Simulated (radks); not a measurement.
The mean radii <r> (bohr) of the occupied orbitals of an atom or ion are listed with their occupations. Calculated with a radial shooting solver on a logarithmic mesh with Libxc functionals: scalar-relativistic Kohn-Sham, r2SCAN, spin-polarised, spherical densities, finite nucleus; meta-GGA in the generalised Kohn-Sham scheme; Fermi nuclear charge, rms radius of each element as measured or else 0.836 A^(1/3) + 0.57 fm.

orbital  occ.      <r>
1s down     1  0.06960
1s up       1  0.06960
2s up       1   0.3241
2s down     1   0.3238
2p up       3   0.2898
2p down     3   0.2894
3s up       1    1.008
3s down     1    1.008
3p up       3    1.087
3p down     3    1.087
3d up       2    1.577
4s up       1    3.434
4s down     1    3.711

Name the element and its charge. Open shells, if any, are filled with parallel spins first.

Answer. Z = 22, titanium, charge 0: Ti in [Ar] 3d2 4s2. The 1s radius gives Z: for a bare nucleus <r> = (2 gamma + 1)/(2Z) with gamma = sqrt(1 - (Z/c)^2), 0.06759 bohr for Z = 22, and screening makes it slightly larger (0.06960 here). The occupations add up to 22, and the charge is Z minus that.
